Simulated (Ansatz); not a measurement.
C2H6ClFSi can be A, `C[SiH](F)CCl`, or B, `C[SiH](Cl)CF`.

Gas-phase electronic energies from Ansatz, PBE0-D4/def2-TZVP geometries. CCSD(T)/CBS is the MP2 limit (def2-TZVPP, def2-QZVPP) plus CCSD(T) − MP2 in def2-TZVPP, frozen cores. DFT in def2-TZVPP. B3LYP here is the variant with VWN-RPA as its local correlation; programs differ in this. Each species was taken in one conformer, which may not be the lowest.

A:

```xyz
11

C     0.677    0.905    1.099
Si    0.616   -0.294   -0.309
F     1.353   -1.655    0.123
C    -1.147   -0.755   -0.758
Cl   -1.951    0.733   -1.340
H     1.710    1.159    1.345
H     0.206    0.484    1.991
H     0.151    1.825    0.835
H     1.299    0.219   -1.520
H    -1.718   -1.129    0.093
H    -1.196   -1.492   -1.560
```

B:

Z-matrix (Å, degrees):
```
C
Si 1 1.854
H 1 1.093 2 109.5
H 1 1.092 2 111.0 3 -119.7
H 1 1.092 2 110.9 3 119.7
Cl 2 2.064 1 110.4 3 -176.0
C 2 1.889 1 111.5 3 -59.1
H 2 1.483 1 111.7 3 64.4
F 7 1.394 2 109.0 1 58.1
H 7 1.094 2 111.8 1 178.0
H 7 1.095 2 111.3 1 -61.3
```

Question: Which is lower in electronic energy at CCSD(T)/CBS, and by how much? (An estimate is asked.)

Answer: The calculation gave: A, by 19.3 kcal/mol.

Question: Give E(B) − E(A) in kcal/mol with B3LYP-D4, MP2/def2-TZVPP, r2SCAN-D4, PBE-D4, ωB97M-V, B2PLYP, B3LYP. (Estimate.)

Answer: The calculation gave: B3LYP-D4 17.4, MP2/def2-TZVPP 20.0, r2SCAN-D4 17.4, PBE-D4 16.1, ωB97M-V 17.7, B2PLYP 18.4, B3LYP 17.3. None reverses the order clearly.

Largest T1 diagnostic: 0.010.

In def2-TZVPP, CCSD(T) changes the Hartree–Fock value by +1.2 kcal/mol (the triples alone add +0.1 kcal/mol) and MP2 by +2.4 kcal/mol.
